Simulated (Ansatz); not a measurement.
Consider the cleavage of the Si–Si bond: `N[Si@@H]1C[Si@H]1[SiH3]` + `B1CN1` → `[SiH3]N1BC1` + `N[SiH]1C[SiH2]1`.

Gas-phase electronic energies from Ansatz, PBE0-D4/def2-TZVP geometries. CCSD(T)/CBS adds triple-zeta CCSD(T) − MP2 to the extrapolated MP2 energy (def2 sets, frozen cores). This one scheme is used for every species. Functionals use def2-TZVPP. B3LYP here is the variant with VWN-RPA as its local correlation; programs differ in this. HSE06 is defined as in plane-wave codes. Each species was taken in one conformer, which may not be the lowest.

CCSD(T)/CBS gives -13.4 kcal/mol.

Another level gave -13.5 kcal/mol. Which?
A. B3LYP-D4/def2-TZVPP
B. B97M-V/def2-TZVPP
C. revPBE/def2-TZVPP
D. HSE06/def2-TZVPP

A. B3LYP-D4 -13.5, HSE06 -10.0, B97M-V -12.1, revPBE -8.2 kcal/mol.

Largest T1 diagnostic among the species: 0.013.

In def2-TZVPP, CCSD(T) changes the Hartree–Fock value by +6.0 kcal/mol (the triples alone add +0.9 kcal/mol) and MP2 by +4.3 kcal/mol. From BLYP to BHLYP (50 % exact exchange), in def2-TZVPP and without D4, ΔE moves by −3.6 kcal/mol.
